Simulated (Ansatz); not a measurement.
Consider the isomerisation: `O[Si](O)(F)CF` → `CO[Si](O)(F)F`.

Program: Ansatz. Geometries: PBE0-D4/def2-TZVP. ΔE: electronic, gas phase. CBS: MP2 limit from def2 TZ/QZ plus the TZ coupled-cluster correction, frozen cores. DFT in def2-TZVPP. B3LYP here is the variant with VWN-RPA as its local correlation; programs differ in this. Each species was taken in one conformer, which may not be the lowest.

```
             level  ΔE (kcal/mol)
         r2SCAN-D4          -39.3
          B3LYP-D4          -38.8
CCSD(T)/def2-TZVPP          -40.4
     HF/def2-QZVPP          -44.6
```

**Question.** What does CCSD(T)/CBS give? (Estimate.)

**Answer.** Computed: -40.4 kcal/mol. The listed levels differ from it by 1.1, 1.6, 0.0, -4.2 kcal/mol.

Largest T1 diagnostic among the species: 0.011.

From PBE to PBE0 (25 % exact exchange), in def2-TZVPP and without D4, ΔE moves by −2.1 kcal/mol. In def2-TZVPP, CCSD(T) changes the Hartree–Fock value by +3.5 kcal/mol (the triples alone add +0.6 kcal/mol) and MP2 by +2.5 kcal/mol.
